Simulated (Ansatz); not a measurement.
F₄MoS (`[F][Mo]([F])([F])([F])=[S]`) from Hartree–Fock to CCSD(T)

Cartesian coordinates in Å:
```
F 0.341 1.792 0.236
Mo -0.004 0.003 0.017
F 1.575 -0.276 0.909
F -0.542 -1.595 0.737
F -1.776 0.473 0.064
S 0.406 -0.396 -1.964
```

The species carries charge 0 and has multiplicity 1. Correlated methods include outer-core shells of Mo, which these sets cover unevenly. Mo: def2 effective core potential. All single points use the PBE0-D4/def2-TZVP geometry. Frozen core, restricted reference, the Gaussian-basis code of Ansatz.

```csv
basis,HF (Eh),MP2 corr.,CCSD corr.,(T),CCSD(T) total
def2-SVP,-862.43801,-1.33934,-1.27651,-0.05879,-863.77331
def2-TZVPP,-863.12659,-1.79249,-1.72033,-0.09209,-864.93901
def2-QZVPP,-863.16265,-1.95138,–,–,–
```
